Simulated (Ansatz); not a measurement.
## A barrier at the coupled-cluster level

Start structure (SiH6Cl2O2, closed shell), relaxed at PBE0-D4/def2-TZVP:

Si1  (-0.323, 1.311, -0.518)
Cl2  (-0.949, -0.537, -1.684)
H3  (0.714, 1.600, -1.517)
H4  (-1.707, 1.796, -0.534)
Cl5  (0.379, 2.885, 0.866)
H6  (0.338, -0.824, 0.678)
O7  (0.116, 0.193, 0.805)
H8  (0.156, -2.057, -0.599)
O9  (0.585, -2.179, 0.276)
H10  (0.607, 0.673, 1.491)
H11  (0.084, -2.860, 0.736)
(Å)

The step: SiH₂Cl₂ ([Cl][SiH2][Cl]) + H₂O + H₂O → SiH₃ClO ([OH][SiH2][Cl]) + HCl + H₂O; bonds formed: Cl2–H8, H6–O9; bonds broken: Si1–Cl2, H6–O7, H8–O9. Computed with Ansatz 0.2.0 (basis: def2-TZVPP and def2-QZVPP); correlated methods freeze the cores. Extrapolation: Hartree–Fock as exp(−7.88 √X), correlation as X^−2.97. Energies below are by CCSD(T) at an estimated basis limit (MP2 extrapolated from triple and quadruple zeta, plus CCSD(T) − MP2 in triple zeta).

Problem. What are the electronic barrier and the energy of the step, from the start structure to the end structure? (An estimate is asked for; the value comes from the calculation.)

Solution. Computed: Barrier 12.5 kJ/mol; step energy -34.5 kJ/mol (downhill); reverse barrier, their difference, 46.9 kJ/mol. Barrier and step energy count from the start structure, the reverse barrier from the end structure.

The saddle point: One imaginary mode of 203i cm⁻¹.
```tsv
pair	start (Å)	saddle (Å)	end (Å)
Cl2–H8	2.17	1.81	1.33
H6–O9	1.43	1.13	0.97
Si1–Cl2	2.27	2.47	3.62
H6–O7	1.05	1.27	1.85
H8–O9	0.98	1.05	1.68
```

Zero-point energy (harmonic, PBE0-D4): ZPE is 186.3 kJ/mol at the start and 179.2 kJ/mol at the saddle, so the barrier goes from 12.5 to 5.3 kJ/mol.

The T1 diagnostic stays at or below 0.010.

The step is the kind of ligand exchange by which a precursor binds to a hydroxyl group, or is hydrolysed, in atomic layer deposition of oxides.

Labels in which every atom is bracketed show which atoms are joined, not bond orders.

For scale, one of the runs: CCSD(T)/def2-TZVPP, 272 basis functions, launched by `ansatz run in.yaml --threads 8 --pin off --events-out ev --progress --plain --max-ram 19148MiB`. Hardware: 8 CPU threads of an Intel Xeon, shared host. Wall time 2.7 min; peak host memory 7 GiB.
